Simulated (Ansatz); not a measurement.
Reaction (ligand exchange at a Ge–O bond): `OC[O][GeH3]` + HI → `[GeH3][I]` + `OCO`

Gas-phase electronic energies from Ansatz, PBE0-D4/def2-TZVP geometries. CBS: MP2 limit from def2 TZ/QZ plus the TZ coupled-cluster correction, frozen cores. This one scheme is used for every species. Functionals use def2-TZVPP. Elements past krypton have def2 core potentials. For Ge, I outer-core shells are correlated without core-valence functions, which leaves a few kJ/mol of doubt a bond. Scalar relativity is left out up to krypton. Each species was taken in one conformer, which may not be the lowest.

```csv
species,PBE energy (Eh)
`OC[O][GeH3]`,-2268.70997
HI,-298.29145
`[GeH3][I]`,-2376.20615
`OCO`,-190.82457
```

**Question.** Work out ΔE.

**Answer.** ΔE = (-2376.20615) + (-190.82457) − (-2268.70997) − (-298.29145) = -0.02930 Eh = -18.4 kcal/mol. CCSD(T)/CBS gives -17.3 kcal/mol.

Largest T1 diagnostic among the species: 0.012.

In def2-TZVPP, CCSD(T) changes the Hartree–Fock value by +2.2 kcal/mol (the triples alone add +0.2 kcal/mol) and MP2 by +0.8 kcal/mol. From PBE to PBE0 (25 % exact exchange), in def2-TZVPP and without D4, ΔE moves by −0.9 kcal/mol.
